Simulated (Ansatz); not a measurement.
`C[SiH](Cl)[GeH3]` at its PBE0-D4/def2-TZVP geometry, where that method's forces vanish. The species carries charge 0 and has multiplicity 1.

```xyz
11

C     0.6087   -0.5769   -1.5451
Si   -0.7116   -0.3406   -0.2531
Cl   -2.2095    0.8548   -1.0360
Ge    0.1098    0.7190    1.7121
H     1.0592    0.3787   -1.8207
H     0.1871   -1.0331   -2.4435
H     1.3953   -1.2319   -1.1604
H    -1.3438   -1.6419    0.0882
H     1.2142   -0.1372    2.3599
H     0.7079    2.0918    1.3618
H    -1.0173    0.9175    2.7367
```

**Question.** What forces (eV/Å) does r2SCAN-D4/def2-TZVPP give on these atoms in Ansatz 0.2.0? (Best estimate.)

**Answer.** Computed: 
```
C1   0.007 -0.006  0.013
Si2  0.021 -0.020  0.056
Cl3 -0.047  0.038 -0.025
Ge4  0.005 -0.008  0.005
H5  -0.002 -0.025 -0.003
H6   0.017  0.008  0.012
H7  -0.006  0.015 -0.024
H8   0.016  0.012 -0.003
H9  -0.048  0.049 -0.017
H10 -0.026 -0.061  0.027
H11  0.062 -0.002 -0.041
```
